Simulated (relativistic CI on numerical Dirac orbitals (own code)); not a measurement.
**Mo12+: q coefficients and field-shift factors**

These numbers are calculated, not measured: Dirac-Coulomb-Breit CI, separate exchange-only KLI orbitals for each configuration, derivatives by finite differences, unscaled Slater integrals, QED left out (own radial code, finite nucleus).

CI space (outside the closed core [Ar] 3d10): 4s2, 4s.4p, 4p2, 4s.4d, 4d2, 4s.4f, 4p.4d, 4f2. Levels of other configurations are missing.

With x = (α/α₀)² − 1 an excitation energy changes as ω = ω₀ + qx; K = 2q/ω₀ is the relative enhancement. Terms are leading LS components, so labels can repeat. The field-shift factor is F = δν/δ⟨r²⟩ for the transition from the lowest level.

Lowest level 4s2 1S_0.

```
      Level  ω₀ (cm⁻¹)  q (cm⁻¹)       K  F (GHz/fm²)
4s.4p 3P°_0     197364      8612  0.0873        -33.3
4s.4p 3P°_1     205244     15110   0.147        -33.5
4s.4p 3P°_2     227329     40310   0.355        -33.8
4s.4p 1P°_1     298840     35260   0.236        -34.4
   4p2 3P_0     465504     25940   0.111        -68.3
   4p2 3P_1     483749     50740    0.21        -68.8
   4p2 1D_2     485008     50370   0.208        -66.2
   4p2 3P_2     512875     80360   0.313        -67.4
   4p2 1S_0     563637     75550   0.268        -68.1
 4s.4d 3D_1     627963     43190   0.138        -33.1
 4s.4d 3D_2     629812     44980   0.143        -33.1
 4s.4d 3D_3     632790     48040   0.152          -33
 4s.4d 1D_2     689201     48420   0.141        -37.3
4p.4d 3F°_2     835499     54250    0.13        -67.7
4p.4d 3F°_3     849091     67440   0.159        -67.6
4p.4d 1D°_2     864228     69380   0.161        -68.2
4p.4d 3F°_4     867255     88870   0.205        -67.7
4p.4d 3D°_1     884832     59490   0.134        -68.2
4p.4d 3P°_2     889788     76150   0.171        -68.3
4p.4d 3P°_0     902570     84960   0.188        -68.5
4p.4d 3P°_1     904607     85140   0.188        -68.5
4p.4d 3D°_3     904927     80050   0.177        -67.6
4p.4d 3D°_2     907107     86510   0.191        -68.5
```

At this charge energies of transitions that change n are usually good to better than 1 %, and those within a shell (Δn = 0) to a few per cent.
